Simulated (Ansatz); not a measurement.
C4H4F2 (SMILES C=C(F)C(=C)F) moved off its minimum; all values from Ansatz (a quantum-chemistry and plane-wave program), cores frozen in correlated methods.
(charge 0, multiplicity 1)
```xyz
10

C      1.75603     0.06155     0.23635
C      0.58660    -0.04439     0.46295
F      0.41741    -0.52594     1.75946
C     -0.60572     0.13217    -0.22827
C     -1.72780    -0.15126     0.08401
F     -0.26416     0.59449    -1.75006
H      2.63764    -0.14149     0.80102
H      1.95875     0.28879    -0.79939
H     -1.96550    -0.26291     0.89261
H     -2.65069     0.24628    -0.79198
```

Question: Give the forces (eV/Å), the total energy and the dipole at CCSD(T)/aug-cc-pVTZ.

Answer: 
| atom | Fx | Fy | Fz |
|---|---|---|---|
| C1 | 10.877 | 1.620 | -5.519 |
| C2 | -6.696 | -1.968 | 5.650 |
| F3 | -1.803 | 0.097 | 0.317 |
| C4 | 8.554 | 2.852 | -7.645 |
| C5 | -8.171 | 2.893 | -16.124 |
| F6 | -0.974 | -1.202 | 4.168 |
| H7 | -0.140 | -0.205 | 0.818 |
| H8 | 0.366 | 0.474 | -0.248 |
| H9 | -4.872 | -2.901 | 15.745 |
| H10 | 2.859 | -1.661 | 2.838 |
Energy -353.8066 hartree, dipole 0.86 D.
